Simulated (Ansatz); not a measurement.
## Nudged elastic band run: CH₅BSSi

Input file:

```yaml
crystal:
  periodic: [false, false, false]
  atoms:
    - { symbol: B, position_ang: [-0.731564, 1.286596, -0.879968] }
    - { symbol: C, position_ang: [0.192943, 0.151764, -0.407326] }
    - { symbol: Si, position_ang: [0.405806, -1.09527, 0.98922] }
    - { symbol: S, position_ang: [1.136566, 0.389691, -1.745383] }
    - { symbol: H, position_ang: [-1.691067, 1.0233, -1.542545] }
    - { symbol: H, position_ang: [-0.541051, 2.399529, -0.487497] }
    - { symbol: H, position_ang: [1.610393, -1.92962, 0.760372] }
    - { symbol: H, position_ang: [-0.817751, -1.936937, 1.03563] }
    - { symbol: H, position_ang: [0.524325, -0.335353, 2.260497] }
basis:
  gaussian: { orbitals: "6-31G*" }
hamiltonian:
  xc: b3lyp
neb:
  order_check: false
  images: 7
  f_tol: 0.05
  max_iterations: 60
  initial_path: linear
  final_atoms:
    - { symbol: B, position_ang: [-0.78262438, 1.03099097, -1.13625738] }
    - { symbol: C, position_ang: [0.23442879, 0.35982916, -0.19753387] }
    - { symbol: Si, position_ang: [0.40904512, -1.08168809, 1.00336464] }
    - { symbol: S, position_ang: [1.35524874, 1.49801946, -0.62998528] }
    - { symbol: H, position_ang: [-0.89022836, 0.63813272, -2.26007331] }
    - { symbol: H, position_ang: [-1.52475193, 1.8600975, -0.69960485] }
    - { symbol: H, position_ang: [0.11764601, -2.33153835, 0.25474212] }
    - { symbol: H, position_ang: [-0.60692696, -0.90340747, 2.07267951] }
    - { symbol: H, position_ang: [1.77676296, -1.1167359, 1.57566842] }
```

Command:

```bash
$ ansatz run input.yaml --threads 1 --pin off --max-ram 2048MiB --backend cpu --events-out ev --progress --plain --runs-dir out
```

Output, in part (warnings, iteration lines, the closing report on the highest movable image, with atoms numbered from 0):

```
NEB end point (image 0): max|allowed force component| = 1.437e-2 eV/Å (the criterion of neb.relax_end_points is 1.000e-2)
NEB end point (image 8): max|allowed force component| = 5.415e-3 eV/Å (the criterion of neb.relax_end_points is 1.000e-2)
NEB iter   1: max|band force component| = 6.534e0 eV/Å  barrier→ = 3.0121 eV  barrier← = 3.0121 eV  Δτ_max = 0.1382 Å  (233 SCF iters)
NEB iter   2: max|band force component| = 2.518e0 eV/Å  barrier→ = 0.6047 eV  barrier← = 0.6047 eV  Δτ_max = 0.0827 Å  (210 SCF iters)
NEB iter   3: max|band force component| = 1.029e0 eV/Å  barrier→ = 0.1293 eV  barrier← = 0.1293 eV  Δτ_max = 0.0854 Å  (202 SCF iters)
NEB iter   4: max|band force component| = 3.246e-1 eV/Å  barrier→ = 0.0535 eV  barrier← = 0.0535 eV  CI = image 4  Δτ_max = 0.0291 Å  (197 SCF iters)
NEB iter   5: max|band force component| = 1.374e-1 eV/Å  barrier→ = 0.0410 eV  barrier← = 0.0410 eV  CI = image 4  Δτ_max = 0.0226 Å  (202 SCF iters)
NEB iter   6: max|band force component| = 9.262e-2 eV/Å  barrier→ = 0.0360 eV  barrier← = 0.0360 eV  CI = image 4  Δτ_max = 0.0262 Å  (198 SCF iters)
NEB iter   7: max|band force component| = 6.919e-2 eV/Å  barrier→ = 0.0344 eV  barrier← = 0.0344 eV  CI = image 4  Δτ_max = 0.0131 Å  (189 SCF iters)
NEB iter   8: max|band force component| = 6.781e-2 eV/Å  barrier→ = 0.0342 eV  barrier← = 0.0343 eV  CI = image 4  Δτ_max = 0.0078 Å  (182 SCF iters)
NEB iter   9: max|band force component| = 1.228e-2 eV/Å  barrier→ = 0.0342 eV  barrier← = 0.0343 eV  CI = image 4  Δτ_max = 0.0000 Å  (358 SCF iters)
Total energy: -20506.55381961 eV, -753.6019530291 hartree
Atom 0 at    -0.820172     1.013004    -1.152170 Å, force     0.000305    -0.001668    -0.003713 eV/Å
Atom 1 at     0.217681     0.261725    -0.306110 Å, force     0.002793     0.007669     0.012315 eV/Å
Atom 2 at     0.398018    -0.983722     1.105041 Å, force    -0.004000    -0.002809    -0.002637 eV/Å
Atom 3 at     1.435713     1.004948    -1.148186 Å, force    -0.002580    -0.000663    -0.005848 eV/Å
Atom 4 at    -1.258789     0.497018    -2.137584 Å, force     0.001123     0.001567    -0.001215 eV/Å
Atom 5 at    -1.253979     2.056402    -0.761162 Å, force     0.000227    -0.003432     0.001789 eV/Å
Atom 6 at     1.149344    -2.157131     0.592394 Å, force     0.000613    -0.002736     0.001224 eV/Å
Atom 7 at    -0.940215    -1.402805     1.589251 Å, force     0.001154     0.001055    -0.001435 eV/Å
Atom 8 at     1.160999    -0.335739     2.201527 Å, force     0.000366     0.001016    -0.000479 eV/Å
Dipole moment:     0.018565    -0.258901     0.293459 e Å
```

It converged. Another band between the same ends (7 images) ends at a top of the same energy, where a vibrational analysis finds 1 clearly imaginary mode.

Final band (atoms are numbered from 1 in the order of the input):

```tsv
image	path coordinate (Å)	energy (eV)	dihedral S4–C2–Si3–H7 (°)
0	0.00	0.000	0
1	0.47	0.005	-15
2	0.94	0.016	-30
3	1.41	0.029	-45
4	1.88	0.034	-60
5	2.35	0.029	-75
6	2.82	0.016	-90
7	3.29	0.004	-105
8	3.76	0.000	-122
```

Time of the run: 4.2 min on 1 thread of Arm Neoverse V1, on a shared host, peak memory 0.15 GiB.
